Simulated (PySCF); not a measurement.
Dipole response of Ta(2+) (tantalum, charge +2)

[Xe] 4f14 5d3, high-spin 4F determinant. All numbers are calculated (PySCF 2.14, a scalar-relativistic core potential, in aug-cc-pwCVTZ-PP with ECP60MDF). Coupled (time-dependent) response in atomic units; α is the mean over directions.

| method | mean α (bohr³) | C₆ (like pair) | S(−4) |
| --- | --- | --- | --- |
| B97-3 | 14.30 | 79.52 | 114.8 |

S(−4) is the Cauchy moment in α(ω) = α(0) + S(−4) ω² + …

Spin-orbit coupling is absent.

α(iu) at B97-3:

| u (hartree) | α(iu) (bohr³) |
| --- | --- |
| 0 | 14.30 |
| 0.0500 | 14.02 |
| 0.100 | 13.29 |
| 0.200 | 11.30 |
| 0.300 | 9.484 |
| 0.500 | 6.985 |
| 0.750 | 5.126 |
| 1.00 | 3.952 |
| 1.50 | 2.560 |
| 2.00 | 1.780 |
| 3.00 | 0.9847 |
| 5.00 | 0.4165 |

A single London oscillator, α(iu) = α/(1 + u²/ω²), gives C₆ = (3/4) ω α². Matching the computed C₆ needs ω = 4 × 79.52 / (3 × 14.30²) = 0.518 hartree.

For an ion, C₆ is the dispersion term alone; charge-induced terms of lower order in 1/R come first.

Energies and moments cover only the electrons outside the core potential. Spin-orbit coupling, absent here, splits the open shell strongly.
